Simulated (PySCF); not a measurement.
Calculation: M06-2X/def2-TZVP run with PySCF. Gas-phase values, no solvent. One relaxed conformer stands for a flexible species; it need not be the lowest. Excitations are Tamm–Dancoff values on a coarser integration grid. The basis has no diffuse functions, so Rydberg states are missing or too high.

Reference species (SMILES): `C#CCO` (neutral, multiplicity 1).

The S1–T1 gap (TDA) is 0.41 eV and the S1 oscillator strength is 0.000. The T1 excitation (TDA) is 5.71 eV and the HOMO–LUMO gap comes out as 10.46 eV.

Changed species: `C=C=CO`.

**Question.** Predict the effect on the S1–T1 gap (TDA), S1 oscillator strength, T1 excitation (TDA) and HOMO–LUMO gap.

**Answer.** the S1–T1 gap (TDA) drops by 0.15 eV, to 0.26 eV; the S1 oscillator strength stays essentially unchanged; the T1 excitation (TDA) drops by 1.41 eV, to 4.30 eV; the HOMO–LUMO gap drops by 1.96 eV, to 8.50 eV.
